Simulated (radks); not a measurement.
The numbers below are computed, except where a source is named.
Task: Mean orbital radii <r> (bohr) of neutral gadolinium, [Xe] 4f7 5d1 6s2, of relativity; Dirac values are averaged over j with weights 2j + 1. Spin-unpolarised spherical Kohn-Sham, PBE, point nucleus unless stated (finite: rms radius 5.1569 fm), a radial shooting solver on a logarithmic mesh with Libxc functionals. A level marked "c x" has the speed of light scaled by that factor and shares open shells by 2j + 1; other Dirac levels either fill j = l - 1/2 first or share by 2j + 1.

shell  non-rel.
2p      0.08559
3s       0.2605
3p       0.2503
3d       0.2222
4s       0.5874
4p       0.6011
4d       0.6361
5s        1.422
5p        1.599
4f       0.8251
6s        4.246
5d        2.680

Give the values at the level "Dirac, c x 3".

Result: 
shell  Dirac, c x 3  change of magnitude (%)
2p          0.08520                    -0.45
3s           0.2588                    -0.68
3p           0.2494                    -0.35
3d           0.2220                    -0.05
4s           0.5837                    -0.63
4p           0.5993                    -0.30
4d           0.6361                    0.00
5s            1.413                    -0.66
5p            1.595                    -0.27
4f           0.8291                    +0.49
6s            4.220                    -0.61
5d            2.697                    +0.64
